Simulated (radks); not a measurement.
The numbers below are computed, except where a source is named.
Problem. The table gives one normalised radial function P(r) = r R(r) (large component) of Tm2+ in [Kr] 4d10 4f13 5s2 5p5 6s1 (r in bohr). Level of theory: Dirac Kohn-Sham, SOGGA, spin-unpolarised, spherical densities, finite nucleus; open shells fill j = l - 1/2 first; Fermi nuclear charge, rms radius 5.2256 fm (a radial shooting solver on a logarithmic mesh with Libxc functionals).

r,P
0.002834,0.0000
0.003841,0.0000
0.005205,0.0000
0.007055,0.0000
0.009485,0.0000
0.01285,0.0001
0.01742,0.0004
0.02361,0.0012
0.032,0.0034
0.04302,0.0093
0.0583,0.0243
0.07902,0.0599
0.1071,0.1358
0.1451,0.2782
0.1951,0.4965
0.2645,0.7793
0.3584,1.0354
0.4857,1.1467
0.6583,1.0612
0.8922,0.8375
1.2,0.5813
1.626,0.3479
2.203,0.1768
2.986,0.0731
4.047,0.0225
5.441,0.0047
7.374,0.0005
9.993,0.0000

Which n and l does it have? It may be an empty orbital.

Solution. n = 4, l = 3: the number of nodes gives n - l - 1 = 0, the rise at small r points to l (for j = l - 1/2 the large component starts outside the nucleus as r^gamma with gamma = sqrt(l^2 - (Z/c)^2) = 2.96 and the r^(l+1) term takes over further out; the orbital of l - 1 with the same j starts with the same power, but with a larger coefficient, and does not steepen), and the extent must fit the shell. The curve is that of 4f5/2; the two j differ most near the nucleus, where j = l - 1/2 has the larger amplitude, and in heavy atoms j = l - 1/2 is also the more compact. 4f5/2: eigenvalue -23.504 eV, 0 radial nodes, <r> = 0.775 bohr, 90 % of the charge inside 1.35 bohr.
